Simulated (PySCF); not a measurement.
Compounds:

A. 2,2,2-trifluoroethanol (FC(CO)(F)F)
B. SMILES C1=C(C#N)C=C(F)C=C1
C. SMILES CC#CP1(=O)CCOCC1

Spectrum 1. 13C{1H} NMR (computed): δ 172.7 (C), 136.6 (CH), 135.2 (CH), 126.9 (CH), 125.9 (CH), 123.4 (C), 119.7 (C).

Spectrum 2. 13C{1H} NMR (computed): δ 133.8 (C, q, J = 350.9 Hz), 67.8 (CH2, q, J = 34.1 Hz).

Spectrum 3. 13C{1H} NMR (computed): δ 109.5 (C), 81.6 (C), 69.7 (CH2), 38.5 (CH2), 5.3 (CH3).

Calculated, not measured (PySCF 2.14.0 with density-fitted response routines): geometry from GFN2-xTB, PBE0/pcSseg-1 with gauge-including orbitals, J couplings at B3LYP/pcJ-1. Non-relativistic, gas phase, one computed conformer, rapidly exchanging positions averaged.

Chemical shifts δ = σref − σ; 13C (186.93 ppm) vs TMS, all at this level. Splittings of carbon signals by F and P are missing where no couplings were computed. One-bond C–F couplings are unscaled and too large by tens of Hz. Shifts are as computed. Against solution values, carbons near 30 ppm lie about +3 ppm off and those near 130 ppm about +5 ppm. Of 1211 compounds with measured shifts, 218 miss one by over three times the rms of a fit or turn the order of signals round; such compounds aren't used in these exercises.

Task: Match each spectrum to its structure.

Result: 1–B, 2–A, 3–C.

- Spectrum 1 (B): 7 13C signals; δC 172.7 is an aromatic carbon bearing fluorine; δC 136.6 is an aromatic CH.
- Spectrum 2 (A): 2 13C signals; δC 133.8 is a CF3 carbon; δC 67.8 is an sp3 CH2 bonded to O.
- Spectrum 3 (C): 5 13C signals; δC 81.6 is an alkyne carbon; δC 69.7 is an sp3 CH2 bonded to O.
